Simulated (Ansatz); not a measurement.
`C[N](C)[AlH][Cl]` and `C[NH][AlH][Cl]` differ in one atom or group.

Ansatz, PBE0-D4/def2-TZVP geometries, multiplicity 1. Each molecule was computed in one conformer, which needn't be the lowest.

| property | `C[N](C)[AlH][Cl]` |
| --- | --- |
| HOMO–LUMO gap (PBE/def2-TZVPP) / eV | 4.12 |
| size of the dipole moment (PBE/def2-TZVPP) / D | 2.04 |
| HOMO–LUMO gap (B3LYP/def2-TZVPP) / eV | 5.70 |
| HOMO–LUMO gap (ωB97M-V/def2-TZVPP) / eV | 9.97 |
| HOMO–LUMO gap (PBE0/def2-TZVPP) / eV | 6.10 |
| HOMO energy (ωB97M-V/def2-TZVPP) / eV | -8.95 |

Q: What does the change do to each property? (Estimate.)

A: Computed: 
| property | `C[NH][AlH][Cl]` | shift |
| --- | --- | --- |
| HOMO–LUMO gap (PBE/def2-TZVPP) / eV | 4.56 | 0.44 |
| size of the dipole moment (PBE/def2-TZVPP) / D | 2.22 | 0.18 |
| HOMO–LUMO gap (B3LYP/def2-TZVPP) / eV | 6.19 | 0.49 |
| HOMO–LUMO gap (ωB97M-V/def2-TZVPP) / eV | 10.55 | 0.58 |
| HOMO–LUMO gap (PBE0/def2-TZVPP) / eV | 6.61 | 0.51 |
| HOMO energy (ωB97M-V/def2-TZVPP) / eV | -9.42 | -0.47 |

With PBE0 the HOMO falls by 0.42 eV and the LUMO rises by 0.09 eV, so the gap widens by about 0.51 eV. PBE moves the HOMO by -0.35 eV and ωB97M-V by -0.47 eV. The zero-point energy changes by -73.4 kJ/mol with -9 modes. Dipoles are sizes alone; their direction can turn.

B3LYP here is the variant with VWN-RPA as its local correlation; programs differ in this.
